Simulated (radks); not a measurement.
Problem. These are the eigenvalues of the occupied orbitals of an atom or ion with whole-number occupations (hartree). Method: scalar-relativistic Kohn-Sham, r2SCAN, spin-polarised, spherical densities, finite nucleus; meta-GGA in the generalised Kohn-Sham scheme; Fermi nuclear charge, rms radius of each element as measured or else 0.836 A^(1/3) + 0.57 fm; computed with a radial shooting solver on a logarithmic mesh with Libxc functionals.

orbital  eigenvalue
1s up     -978.2747
1s down   -978.2731
2s up     -147.1742
2s down   -147.1490
2p up     -132.1170
2p down   -132.0973
3s up     -28.96673
3s down   -28.95998
3p up     -23.99116
3p down   -23.98126
3d up     -16.22661
3d down   -16.20655
4s up      -5.60982
4s down    -5.52279
4p up      -4.12619
4p down    -4.03718
4d up      -1.95842
4d down    -1.86696
5p up      -0.98781

Which element is it, and in what charge state? The configuration may be excited. Open shells, if any, are filled with parallel spins first.

Solution. Z = 48, cadmium, charge +3: Cd3+ in [Kr] 4d8 5p1. The list shows which subshells hold electrons but not how many an open one holds; the 1s level, -978.27 hartree, gives Z - s = 44.2 by -(Z - s)^2/2, which with screening and relativity narrows Z to a few neighbours, and the depths of the outer levels then fix element, charge and occupations together.
